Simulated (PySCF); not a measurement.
**How methods differ on the ionisation energy of Cu**

Cu [Ar] 3d10 4s1 (2S) → Cu+ [Ar] 3d10 (1S), as a difference of total energies. All numbers are calculated (PySCF 2.14, the spin-free X2C one-electron Hamiltonian (Gaussian nucleus), in cc-pVDZ-DK). Correlated levels: valence: [Ar] frozen. The calculations carry no spin-orbit coupling.

```
           method  ionisation energy (eV)
              UHF                   6.584
            M06-L                   7.964
             TPSS                   8.163
    MP2 (valence)                   7.432
SCS-MP2 (valence)                   7.294
   CCSD (valence)                   7.307
CCSD(T) (valence)                   7.418
```

Task: How much does correlation contribute at CCSD(T) (valence)?

Result: 7.418 − (6.584) = 0.834 eV, measured against UHF.

Errors of the correlated levels include the incompleteness of this basis and the frozen core.

For comparison: 7.726 eV (measured; NIST Atomic Spectra Database, ionization energies).
